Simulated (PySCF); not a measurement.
Electron correlation in C (carbon, neutral)

[He] 2s2 2p2, high-spin 3P determinant. Calculation: PySCF 2.14, in aug-cc-pwCVQZ (9s8p6d4f2g, 109 functions); the non-relativistic Hamiltonian (point nucleus). Frozen: nothing; 6 electrons correlated.

MP2 pair energies summed by pair of shells (mhartree):

```csv
pair,energy,share (%)
2s-2p,-45.22,36.6
1s-1s,-38.22,31.0
2s-2s,-20.48,16.6
2p-2p,-7.67,6.2
1s-2p,-5.96,4.8
1s-2s,-5.93,4.8
```

Total MP2 correlation energy: -123.49 mhartree.

Same-spin part -17.70 and opposite-spin part -105.79 mhartree; SCS-MP2 scales them by 1/3 and 6/5 to -132.85 mhartree.
